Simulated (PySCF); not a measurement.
# A small calculation by hand: oscillator strength and radiative lifetime

1-methyl-2,3-dihydroborole (C₅H₉B), SMILES CB1C=CCC1.

Geometry optimised at B3LYP-D3(BJ)/def2-SVP. The values are those of a single conformer.

PySCF 2.14.0 with TDA-PBE0/def2-SVPD puts the first singlet state with f over 0.02 at 6.25 eV (vertical), with the transition dipole (-1.462, -0.020, -0.068) in atomic units.

Task: Find the oscillator strength, the wavelength and the radiative lifetime that this transition would have in vacuum if emission retraced absorption.

Result: 
|μ|² = 2.1425 au, so |μ| = 3.72 D. ΔE = 6.25/27.211 = 0.2297 hartree. f = (2/3) ΔE |μ|² = 0.328 (the program prints 0.328).
λ = 1239.84/6.25 = 198 nm; ν = 50410 cm⁻¹.
Einstein's coefficient A = 0.6670 ν² f s⁻¹ (ν in cm⁻¹) = 5.6e8 s⁻¹, so τ = 1/A = 1.8 ns. This state is S3; the lower singlets have f = 0.001, 0.000. The figure is the radiative limit of this one transition; relaxation, internal conversion, crossing to triplets and a medium change what is measured.
